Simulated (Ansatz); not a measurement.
C$_{2}$H$_{7}$BeN, singlet, geometry from GFN2-xTB (such geometries of metal compounds can be far from the true shape), atoms displaced at random by about 0.03 Å a coordinate; B3LYP/6-31G, gradient in Ansatz (a first-principles code).

Ansatz was given this input:
Ansatz 0.2 input:
```yaml
crystal:
  periodic: [false, false, false]
  atoms:
    - {symbol: Be, position_ang: [-0.14449472, 0.23423208, 0.75412507]}
    - {symbol: C, position_ang: [0.74494791, -0.78220546, -0.24793078]}
    - {symbol: C, position_ang: [0.29586630, -0.77467947, -1.66063793]}
    - {symbol: H, position_ang: [0.62716963, -1.83903644, 0.12377274]}
    - {symbol: H, position_ang: [1.86970836, -0.65987110, -0.23479937]}
    - {symbol: H, position_ang: [0.47187438, 0.22105171, -2.06862789]}
    - {symbol: H, position_ang: [-0.74136443, -0.96434658, -1.74790820]}
    - {symbol: H, position_ang: [0.86131625, -1.42930352, -2.27536074]}
    - {symbol: N, position_ang: [-0.91081897, 1.35314741, 1.54442628]}
    - {symbol: H, position_ang: [-0.91196461, 1.48930952, 2.54514772]}
    - {symbol: H, position_ang: [-1.58872866, 1.97569345, 1.16605577]}
basis:
  gaussian:
    orbitals: 6-31G
hamiltonian:
  xc: b3lyp
output: {forces: true}
```

Output, abridged:

```
Functional definition: B3LYP
735 factors; integrals over basis functions are off by at most 2.2e-4 eV
mean field evaluation 1: about -4067.4953 eV, gradient 7.4e1 eV
mean field evaluation 2: about -4051.5735 eV, gradient 1.0e2 eV
mean field evaluation 4: about -4079.6529 eV, gradient 6.1e0 eV
mean field evaluation 8: about -4079.7310 eV, gradient 1.5e-1 eV
mean field -4079.73106093 eV, -149.9273511481 hartree, gradient 1.8e-5 eV, S^2 0.000000; 0 other end points of the search recorded, 0 dependent functions left out
the calculation of the forces begins
reference -4079.73127439 eV, -149.9273589928 hartree; 15, 15 occupied and 35, 35 virtual orbitals, 735 factors
Total energy: -4079.73127439 eV, -149.9273589928 hartree
Atom 0 at    -0.144495     0.234232     0.754125 Å, force    -0.404357     1.528211     0.816875 eV/Å
Atom 1 at     0.744948    -0.782205    -0.247931 Å, force     1.356749    -1.492635     1.929613 eV/Å
Atom 2 at     0.295866    -0.774679    -1.660638 Å, force     0.302192     1.612554    -0.837023 eV/Å
Atom 3 at     0.627170    -1.839036     0.123773 Å, force     0.025477     0.497718     0.068407 eV/Å
Atom 4 at     1.869708    -0.659871    -0.234799 Å, force    -0.881129     0.281726     0.293966 eV/Å
Atom 5 at     0.471874     0.221052    -2.068628 Å, force    -0.125760     0.313802    -0.395819 eV/Å
Atom 6 at    -0.741364    -0.964347    -1.747908 Å, force    -1.339866    -0.464704    -0.365691 eV/Å
Atom 7 at     0.861316    -1.429304    -2.275361 Å, force     0.431150    -1.045293    -0.812490 eV/Å
Atom 8 at    -0.910819     1.353147     1.544426 Å, force     0.894206    -1.542810    -0.256034 eV/Å
Atom 9 at    -0.911965     1.489310     2.545148 Å, force     0.293054    -0.202394     0.277219 eV/Å
Atom 10 at    -1.588729     1.975693     1.166056 Å, force    -0.551716     0.513824    -0.719023 eV/Å
Dipole moment:    -0.166417     0.084023     0.150907 e Å
```
